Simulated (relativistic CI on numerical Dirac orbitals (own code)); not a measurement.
# Level scheme of Rh¹²⁺

Computed by Dirac-Coulomb-Breit CI, separate exchange-only KLI orbitals for each configuration, QED by a radiative potential, unscaled Slater integrals (own radial code, finite nucleus).

CI space (outside the closed core [Ar] 3d10): 4s2.4p3, 4s.4p4, 4p5, 4s2.4p2.4d, 4s.4p3.4d, 4s2.4p2.4f, 4s.4p3.4f, 4p4.4d, 4s.4p2.4d2, 4s2.4p2.5s, 4s2.4p.4d.4f, 4s2.4p2.5p, 4s2.4p.4d2, 4s2.4d3, 4s.4p.4d3, 4s2.4d2.4f, 4s.4p.4d2.4f, 4s2.4d2.5s, 4p3.4d2, 4p2.4d3, 4p2.4d2.4f, 4p2.4d2.5s. Double excitations out of closed p, d and f shells are left out; levels of such configurations are missing from the list, as are those of other unlisted configurations, and high levels can miss mixing partners. These lack a partner that the ground configuration has and come out too high: 4s2.4p2.5p.

The lowest level is 4s2.4p3 4S°_3/2, with 73 % of that term; Hund's rules for 4s2.4p3 give 4S° with J = 3/2, in agreement.

```tsv
No.	Configuration	Term	J	E (cm⁻¹)	%	Next component (%)	Landé g	jj configuration (%)
1	4s2.4p3	4S°	3/2	0	73	18 2P°	1.791	4p3/2 (71)
2	4s2.4p3	2D°	3/2	36533	67	18 4S°	1.093	4p1/2 4p3/2^2 (75)
3	4s2.4p3	2D°	5/2	49863	97	2 4s.4p3.4d 2D°	1.199	4p1/2 4p3/2^2 (97)
4	4s2.4p3	2P°	1/2	75056	97	1 4s2.4p.4d2 2P°	0.665	4p1/2 4p3/2^2 (97)
5	4s2.4p3	2P°	3/2	102137	67	24 2D°	1.249	4p3/2^3 (91)
6	4s.4p4	4P	5/2	280724	86	6 4s2.4p2.4d 4P	1.574	4s 4p3/2^2 (80)
7	4s.4p4	4P	3/2	304708	86	7 4s2.4p2.4d 4P	1.686	4s 4p1/2 4p3/2^3 (65)
8	4s.4p4	4P	1/2	310755	82	9 2S	2.603	4s 4p3/2^2 (45)
9	4s.4p4	2D	3/2	349465	72	13 4s2.4p2.4d 2D	0.891	4s 4p1/2 4p3/2^3 (48)
10	4s.4p4	2D	5/2	358566	78	14 4s2.4p2.4d 2D	1.225	4s 4p1/2 4p3/2^3 (74)
11	4s.4p4	2S	1/2	399018	49	27 2P	1.539	4s 4p3/2^2 (40)
12	4s.4p4	2P	3/2	404463	55	32 4s2.4p2.4d 2P	1.281	4s 4p1/2 4p3/2^3 (49)
13	4s2.4p2.4d	4F	3/2	436715	77	9 4D	0.534	4p1/2^2 4d3/2 (64)
14	4s.4p4	2P	1/2	441028	33	28 2S	1.135	4s 4p3/2^4 (48)
15	4s2.4p2.4d	4F	5/2	446960	65	22 4D	1.117	4p1/2^2 4d5/2 (52)
16	4s2.4p2.4d	2F	5/2	462077	67	18 4F	0.954	4p1/2 4p3/2 4d3/2 (81)
17	4s2.4p2.4d	4F	7/2	464462	80	14 4D	1.255	4p1/2 4p3/2 4d5/2 (75)
18	4s2.4p2.4d	4D	1/2	469675	88	7 4s.4p4 2P	0.085	4p1/2 4p3/2 4d3/2 (74)
19	4s2.4p2.4d	4D	3/2	471391	75	13 4F	1.102	4p1/2 4p3/2 4d3/2 (61)
20	4s2.4p2.4d	2F	7/2	471635	49	37 4D	1.241	4p1/2 4p3/2 4d3/2 (46)
21	4s2.4p2.4d	4F	9/2	478582	80	18 2G	1.292	4p1/2 4p3/2 4d5/2 (74)
22	4s2.4p2.4d	4D	5/2	484275	54	26 2F	1.196	4p1/2 4p3/2 4d5/2 (62)
23	4s2.4p2.4d	4D	7/2	506793	37	27 2G	1.192	4p3/2^2 4d5/2 (49)
24	4s2.4p2.4d	2P	3/2	507109	54	25 4s.4p4 2P	1.268	4p1/2 4p3/2 4d5/2 (52)
25	4s2.4p2.4d	2G	7/2	520182	60	29 2F	1.013	4p3/2^2 4d5/2 (48)
26	4s2.4p2.4d	4P	5/2	528426	73	12 2D	1.528	4p1/2 4p3/2 4d5/2 (48)
27	4s2.4p2.4d	2G	9/2	529618	79	18 4F	1.151	4p3/2^2 4d5/2 (74)
28	4s2.4p2.4d	2P	1/2	532502	40	30 4P	1.499	4p1/2 4p3/2 4d3/2 (54)
29	4s2.4p2.4d	4P	3/2	532545	43	26 2D	1.348	4p1/2 4p3/2 4d3/2 (34)
30	4s2.4p2.4d	2D	3/2	542325	58	30 4P	1.119	4p1/2 4p3/2 4d5/2 (33)
31	4s2.4p2.4d	4P	1/2	545607	47	29 2P	1.694	4p3/2^2 4d3/2 (49)
32	4s2.4p2.4d	2D	5/2	560442	78	7 4s.4p4 2D	1.201	4p1/2 4p3/2 4d5/2 (32)
33	4s2.4p2.4d	2D	3/2	570009	69	10 4s.4p4 2D	0.934	4p3/2^2 4d3/2 (55)
34	4s2.4p2.4d	2P	1/2	574252	75	17 2S	0.937	4p1/2 4p3/2 4d5/2 (76)
35	4s2.4p2.4d	2D	5/2	575560	83	8 2F	1.181	4p3/2^2 4d5/2 (76)
36	4s2.4p2.4d	2F	5/2	584037	52	34 2D	1.038	4p1/2 4p3/2 4d3/2 (35)
37	4s2.4p2.4d	2S	1/2	597788	56	15 2P	1.843	4p3/2^2 4d5/2 (33)
38	4s2.4p2.4d	2P	3/2	599386	74	13 2D	1.270	4p3/2^2 4d5/2 (57)
39	4s2.4p2.4d	2F	7/2	600246	93	2 2G	1.137	4p3/2^2 4d3/2 (50)
40	4s2.4p2.4d	2D	3/2	624792	91	3 2P	0.828	4p3/2^2 4d3/2 (50)
41	4s2.4p2.4d	2D	5/2	629469	60	32 2F	1.096	4p3/2^2 4d5/2 (70)
42	4p5	2P°	3/2	650757	69	28 4s.4p3.4d 2P°	1.333	4p3/2^3 (69)
43	4s.4p3.4d	6D°	1/2	673865	94	4 4P°	3.280	4s 4p1/2 4p3/2^2 4d3/2 (46)
44	4s.4p3.4d	6D°	3/2	674746	94	3 4P°	1.842	4s 4p1/2 4p3/2^2 4d3/2 (43)
45	4s.4p3.4d	6D°	5/2	675623	92	4 4D°	1.631	4s 4p3/2 4d3/2 (33)
46	4s.4p3.4d	6D°	7/2	676940	90	5 4D°	1.564	4s 4p3/2 4d5/2 (25)
47	4s.4p3.4d	6D°	9/2	680071	93	6 4F°	1.540	4s 4p1/2 4p3/2^2 4d5/2 (47)
48	4p5	2P°	1/2	688172	66	30 4s.4p3.4d 2P°	0.670	4p1/2 4p3/2^4 (66)
49	4s.4p3.4d	4D°	5/2	720241	60	22 4F°	1.280	4s 4p3/2 4d5/2 (38)
50	4s.4p3.4d	4F°	3/2	720468	45	41 4D°	0.795	4s 4p3/2 4d3/2 (33)
51	4s.4p3.4d	4D°	7/2	728509	76	10 4F°	1.402	4s 4p1/2 4p3/2^2 4d5/2 (67)
52	4s.4p3.4d	4D°	1/2	732901	92	4 4s2.4p.4d2 4D°	0.048	4s 4p1/2 4p3/2^2 4d5/2 (43)
53	4s.4p3.4d	4D°	3/2	735000	49	42 4F°	0.846	4s 4p1/2 4p3/2^2 4d3/2 (60)
54	4s.4p3.4d	4F°	5/2	738173	60	27 4D°	1.113	4s 4p1/2 4p3/2^2 4d3/2 (68)
55	4s.4p3.4d	4F°	7/2	743654	67	15 4D°	1.242	4s 4p1/2 4p3/2^2 4d3/2 (57)
56	4s.4p3.4d	4F°	9/2	752203	71	19 4G°	1.303	4s 4p1/2 4p3/2^2 4d5/2 (58)
57	4s.4p3.4d	4G°	5/2	754841	74	11 4F°	0.658	4s 4p3/2 4d3/2 (42)
58	4s.4p3.4d	4G°	7/2	758333	65	24 4F°	1.061	4s 4p1/2 4p3/2^2 4d3/2 (26)
59	4s.4p3.4d	2S°	1/2	762767	67	19 4P°	2.123	4s 4p3/2 4d3/2 (34)
60	4s.4p3.4d	4G°	9/2	763937	57	35 4F°	1.235	4s 4p1/2 4p3/2^2 4d5/2 (62)
61	4s.4p3.4d	4G°	11/2	771974	94	3 4s2.4p2.4f 4G°	1.272	4s 4p1/2 4p3/2^2 4d5/2 (94)
62	4s.4p3.4d	4D°	1/2	781071	90	5 4s2.4p.4d2 4D°	0.056	4s 4p3/2 4d3/2 (39)
63	4s.4p3.4d	2G°	7/2	785925	70	9 2F°	0.957	4s 4p3/2 4d5/2 (37)
64	4s.4p3.4d	2G°	9/2	786945	64	18 4F°	1.164	4s 4p1/2 4p3/2^2 4d3/2 (58)
65	4s.4p3.4d	4D°	3/2	788029	61	11 4P°	1.210	4s 4p3/2 4d3/2 (39)
66	4s.4p3.4d	2D°	5/2	791399	28	26 4D°	1.265	4s 4p3/2 4d3/2 (33)
67	4s.4p3.4d	4P°	3/2	793863	57	20 4D°	1.600	4s 4p3/2 4d5/2 (42)
68	4s.4p3.4d	4P°	1/2	798223	68	20 2S°	2.476	4s 4p1/2 4p3/2^2 4d5/2 (46)
69	4s.4p3.4d	4F°	3/2	803911	73	11 2D°	0.536	4s 4p1/2 4p3/2^2 4d3/2 (71)
70	4s.4p3.4d	4F°	5/2	804321	44	29 4P°	1.210	4s 4p1/2 4p3/2^2 4d3/2 (29)
```

Energies count from the lowest computed level; ° marks odd parity. Filled j subshells are mostly left out of the jj labels.

The mean weight of the leading LS term, summed over parents, in these 70 levels is 69 %, and that of the leading jj configuration (from the same eigenvectors) 55 %, so LS coupling describes them better.

At this charge energies of transitions that change n are usually good to better than 1 %, and those within a shell (Δn = 0) to a few per cent.

LS names give the leading component of a level, which can be under half, so a name can repeat, a term be missing and a line seem to break the LS rules.
